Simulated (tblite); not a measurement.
Compound: C₄H₉BN₂Si.
SMILES with atom numbers: `[CH:1]#[C:2][C@H:3]1[CH2:4][NH:5][BH:6][SiH2:7][NH:8]1` (hydrogens: H9 on C1; H10 on C3; H11, H12 on C4; H13 on N5; H14 on B6; H15, H16 on Si7; H17 on N8)

Computed with GFN2-xTB (tblite), gas phase: L-BFGS steps from a force-field or distance-geometry start until the largest atomic force falls under 0.01 eV/Å.

Geometry at step 15:
```
atom  x, y, z in Å
C1      2.7748   -0.1306    0.0674
C2      1.7414   -0.1822   -0.5378
C3      0.4162   -0.0880   -1.1573
C4     -0.5041   -1.2325   -0.6922
N5     -0.9266   -1.2450    0.6978
B6     -1.4201   -0.1718    1.4131
Si7    -0.7809    1.5358    0.7535
N8     -0.2266    1.1817   -0.8676
H9      3.6898   -0.0797    0.5868
H10     0.5430   -0.1941   -2.2622
H11    -1.4053   -1.1587   -1.3115
H12    -0.0233   -2.1770   -0.9385
H13    -0.9699   -2.1868    1.0718
H14    -2.0645   -0.4837    2.3607
H15     0.3855    1.8779    1.5731
H16    -1.4562    2.8270    0.6255
H17     0.2201    1.9196   -1.3925
```

Question: Give the atomic forces at this geometry.

Answer: 
```json
{"atom": "C1", "Fx (eV/Å)": "-0.020", "Fy (eV/Å)": "0.051", "Fz (eV/Å)": "0.013"}
{"atom": "C2", "Fx (eV/Å)": "-0.161", "Fy (eV/Å)": "0.091", "Fz (eV/Å)": "0.108"}
{"atom": "C3", "Fx (eV/Å)": "0.032", "Fy (eV/Å)": "0.047", "Fz (eV/Å)": "0.160"}
{"atom": "C4", "Fx (eV/Å)": "-0.011", "Fy (eV/Å)": "-0.105", "Fz (eV/Å)": "-0.197"}
{"atom": "N5", "Fx (eV/Å)": "0.102", "Fy (eV/Å)": "-0.196", "Fz (eV/Å)": "-0.107"}
{"atom": "B6", "Fx (eV/Å)": "-0.311", "Fy (eV/Å)": "-0.347", "Fz (eV/Å)": "0.095"}
{"atom": "Si7", "Fx (eV/Å)": "0.065", "Fy (eV/Å)": "-0.095", "Fz (eV/Å)": "-0.248"}
{"atom": "N8", "Fx (eV/Å)": "0.080", "Fy (eV/Å)": "0.022", "Fz (eV/Å)": "-0.149"}
{"atom": "H9", "Fx (eV/Å)": "-0.093", "Fy (eV/Å)": "-0.086", "Fz (eV/Å)": "-0.122"}
{"atom": "H10", "Fx (eV/Å)": "-0.095", "Fy (eV/Å)": "0.028", "Fz (eV/Å)": "0.449"}
{"atom": "H11", "Fx (eV/Å)": "-0.109", "Fy (eV/Å)": "0.007", "Fz (eV/Å)": "-0.105"}
{"atom": "H12", "Fx (eV/Å)": "0.177", "Fy (eV/Å)": "-0.187", "Fz (eV/Å)": "0.023"}
{"atom": "H13", "Fx (eV/Å)": "-0.125", "Fy (eV/Å)": "0.120", "Fz (eV/Å)": "-0.179"}
{"atom": "H14", "Fx (eV/Å)": "0.342", "Fy (eV/Å)": "0.322", "Fz (eV/Å)": "0.037"}
{"atom": "H15", "Fx (eV/Å)": "0.370", "Fy (eV/Å)": "0.200", "Fz (eV/Å)": "0.301"}
{"atom": "H16", "Fx (eV/Å)": "-0.199", "Fy (eV/Å)": "0.030", "Fz (eV/Å)": "-0.166"}
{"atom": "H17", "Fx (eV/Å)": "-0.045", "Fy (eV/Å)": "0.099", "Fz (eV/Å)": "0.085"}
```

The largest, 0.52 eV/Å, acts on H15; the rms over all components is 0.171 eV/Å. The forces sum to zero within rounding, as they must for an isolated molecule in no field.

Question: Give the force on H15 in Eh/bohr and in nN.

Answer: 0.517 eV/Å ÷ 51.422 = 0.01006 Eh/bohr, and 0.517 eV/Å × 1.602 = 0.83 nN.

Question: How far is this geometry from the end of the optimisation?

Answer: 0.235 eV above it, and 0.334 Å rms away after alignment. The bonds farthest from their final lengths, with half the difference of the two atoms' forces along the bond (positive lengthens):

```csv
bond,now (Å),final (Å),force along bond (eV/Å)
Si7–H15,1.466,1.485,+0.31
C3–H10,1.117,1.101,-0.15
Si7–H16,1.463,1.478,+0.11
B6–Si7,1.939,1.952,+0.23
B6–H14,1.188,1.176,-0.29
Si7–N8,1.749,1.742,-0.06
```

The angle farthest from its final value is B6–Si7–H16, 130.9° against 120.9°.

Of the 5 listed bonds off by 0.010 Å or more, this force points towards the final length in 5.

What follows is the cost of the whole relaxation. On an Arm Neoverse V1 with one thread, no GPU, shared host with 32 logical CPUs at a one-minute load of 3.1, this took 0.73 s.
